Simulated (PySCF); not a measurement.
## Spinor energies of Cr⁺ (chromium, charge +1)

Start: [Ar] 3d5; 3d5/2 filled at m_j = -3/2, -1/2, +1/2, +3/2, +5/2. Calculated with PySCF 2.14 in x2c-SVPall-2c with one added diffuse shell each of s, d type (6s5p4d1f, 48 functions): generalised Hartree-Fock with the X2C-1e Hamiltonian and a Gaussian nucleus; one run each with spin-orbit coupling (SO) switched off, then screened by Boettger's factors. This is a chosen level, not necessarily the ground level.

```
spinor shell  electrons  ε, spin-free (eV)  ε, screened SO (eV)  weight of nominal j (screened SO)  rms radius, screened SO (bohr)
       1s1/2          2            -6046.5              -6046.5                              1.000                          0.0735
       2s1/2          2            -728.88              -728.88                              1.000                           0.316
       2p1/2          2            -610.50              -616.66                              0.982                           0.286
       2p3/2          4            -610.50              -607.47                              0.991                           0.288
       3s1/2          2            -98.049              -98.048                              1.000                           0.972
       3p1/2          2            -63.410              -63.781                              0.664                            1.05
       3p3/2          4            -63.410              -63.230                              0.832                            1.06
       3d5/2          5            -17.359              -17.359                              0.595                            1.53
```

| quantity | spin-free | screened SO |
| --- | --- | --- |
| E (hartree) | -1049.27597 | -1049.28410 |
| M_J | 5/2 | 5/2 |
| ⟨J²⟩ | 8.750 | 8.750 |
| ⟨L²⟩ | 0.000 | 0.001 |
| ⟨S²⟩ | 8.750 | 8.749 |

Each row is a mean over spinors that exchange with the open shell spreads, by up to 11.881 eV (3p3/2).

Rows whose weight is well below 1 are mixtures of j = l ± 1/2: exchange outweighs spin-orbit coupling there, and the label is only the starting occupation.

Without spin-orbit coupling the j labels of p, d and f shells carry no meaning; the spin-free column gives the mean over the occupied spinors of each nl shell.
